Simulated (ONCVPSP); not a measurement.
## Which change was made? (Ni, ONCV)

nickel, optimised norm-conserving Vanderbilt (ONCV), made with ONCVPSP 4.0.1 (PBE, scalar-relativistic). Core [Ne], reference 3s2 3p6 3d8 4s2. Waves: 3s+4s: rc 1.05 bohr, ncon 3, nbas 8, qcut 9.6 1/bohr, 2 projectors; 3p: rc 0.70 bohr, ncon 5, nbas 8, qcut 12.4 1/bohr, 2 projectors, debl 1.6 Ha; 3d: rc 1.65 bohr, ncon 3, nbas 7, qcut 7.7 1/bohr, 2 projectors, debl 4 Ha. Local part: polynomial inside 0.65 bohr (lpopt 1, dvloc0 3 Ha). Core correction: Teter function, fcfact 4.75, rcfact 1.25.

In the p channel the program set the typed energies aside and used -2.623, 0.250 Ha.

Cutoffs, loose and tight: the cutoffs (Ha) at which the residual kinetic energy of the hardest occupied pseudo-wave falls to 1 and 0.1 mHa per electron. They do not see the model core or the augmentation charge, which bear on the density cutoff. Test errors are all-electron minus pseudo excitation energies from the reference, over the configurations 3s2 3p6 3d8 4s1; 3s2 3p6 3d8 4s0; 3s2 3p6 3d7 4s0; 3s1 3p6 3d8 4s2; variants that change the core or the reference have their own tests.

The base gives: outcome: generated, projector energies reset by the program; cutoff, loose: 82 Ha; cutoff, tight: 244 Ha; bound ghosts: none; GHOST(+) flags above zero: none; largest test error (meV): -789.

Problem. After one change the result is: outcome: generated, projector energies reset by the program; bound ghosts: none; GHOST(+) flags above zero: none; largest test error (meV): -1339. Which change was it?
A. d: qcut 9.4
B. d: qcut 4.7
C. d: qcut 11.6

Solution. B. The others give: d: qcut 9.4 → outcome: generated, projector energies reset by the program; cutoff, loose: 82 Ha; cutoff, tight: 244 Ha; bound ghosts: none; GHOST(+) flags above zero: none; largest test error (meV): -590 | d: qcut 11.6 → outcome: generated, projector energies reset by the program; cutoff, loose: 82 Ha; cutoff, tight: 244 Ha; bound ghosts: none; GHOST(+) flags above zero: none; largest test error (meV): -424.
